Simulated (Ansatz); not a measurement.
Cost and result for the atomization energy of C3H6O2Si (12 atoms, 11 bonds).

Z-matrix (Å, degrees):
```
C
Si 1 1.847
H 1 1.092 2 110.2
H 1 1.093 2 110.0 3 119.8
H 1 1.092 2 110.9 3 -120.4
O 2 1.731 1 108.9 3 62.8
H 2 1.482 1 112.9 3 176.1
H 2 1.479 1 114.0 3 -56.2
C 6 1.290 2 112.9 1 -65.7
C 9 1.466 6 115.1 2 175.5
O 10 1.209 9 122.0 6 -87.9
H 10 1.115 9 114.7 6 101.9
```

Charge 0, multiplicity 1. The bonds changed during the relaxation, so this is another structure than the one it started from. Geometry: relaxed with PBE0-D4/def2-TZVP. It is one conformer, not always the lowest. Program: Ansatz. All runs use 4 threads of an Arm Neoverse V1 on a shared host. Times are those of one run each, without the atoms' runs, and a repeat can differ threefold. Electronic energies, without spin–orbit coupling; frozen cores. CCSD(T)/CBS adds CCSD(T) − MP2 in def2-TZVPP to the MP2 limit, and its time is that of the two runs behind it. T1 = 0.017; the RHF reference is unstable towards UHF. B3LYP takes the VWN-RPA correlation (the form of Gaussian; ORCA's B3LYP/G).

CCSD(T)/CBS is a level of theory with its own doubt, some kJ/mol a heavy atom from the limit and from the frozen cores, so smaller differences don't rank the functionals.

```json
{"level": "PBE-D4/def2-TZVPP (with forces)", "functions": "281", "wall time": "3.1 s"}
{"level": "PBE0-D4/def2-TZVPP", "functions": "281", "wall time": "3.6 s"}
{"level": "B3LYP-D4/def2-TZVPP (with forces)", "functions": "281", "wall time": "6 s"}
{"level": "r2SCAN-D4/def2-TZVPP (with forces)", "functions": "281", "wall time": "6 s"}
{"level": "B2PLYP/def2-TZVPP", "functions": "281", "wall time": "8.5 s"}
{"level": "ωB97X-V/def2-TZVPP", "functions": "281", "wall time": "9.5 s"}
{"level": "ωB97M-V/def2-TZVPP (with forces)", "functions": "281", "wall time": "15 s"}
{"level": "MP2/def2-QZVPP", "functions": "535", "wall time": "36 s"}
{"level": "CCSD(T)/def2-TZVPP", "functions": "281", "wall time": "5.5 min"}
{"level": "CCSD(T)/CBS(def2)", "functions": "–", "wall time": "6.1 min"}
```

Problem. What atomization energy does each give, and how far from CCSD(T)/CBS? (Estimate.)

Solution. Computed: 
```csv
level,atomization (kcal/mol),difference from CCSD(T)/CBS,per bond
PBE-D4/def2-TZVPP (with forces),1148.7,32.2,2.9
PBE0-D4/def2-TZVPP,1118.1,1.6,0.1
B3LYP-D4/def2-TZVPP (with forces),1117.5,1.0,0.1
r2SCAN-D4/def2-TZVPP (with forces),1121.4,4.9,0.4
B2PLYP/def2-TZVPP,1106.1,-10.4,-0.9
ωB97X-V/def2-TZVPP,1121.3,4.8,0.4
ωB97M-V/def2-TZVPP (with forces),1122.4,5.9,0.5
MP2/def2-QZVPP,1127.0,10.5,1.0
CCSD(T)/def2-TZVPP,1085.4,-31.1,-2.8
CCSD(T)/CBS(def2),1116.5,0.0,0.0
```

The D4 term adds +8.9 kcal/mol with B3LYP and +4.7 kcal/mol with PBE0; it sums over pairs of atoms, weighted by their polarisabilities, and B3LYP, whose exchange is more repulsive, gets the larger term. From PBE to PBE0 (25 % exact exchange), in def2-TZVPP and without D4, the atomization energy moves by −29.7 kcal/mol: exact exchange takes away binding that semilocal exchange gives to molecules. In def2-TZVPP, CCSD(T) changes the Hartree–Fock value by +295.6 kcal/mol (the triples alone add +20.3 kcal/mol) and MP2 by +318.6 kcal/mol; breaking electron pairs costs correlation energy, which Hartree–Fock lacks.
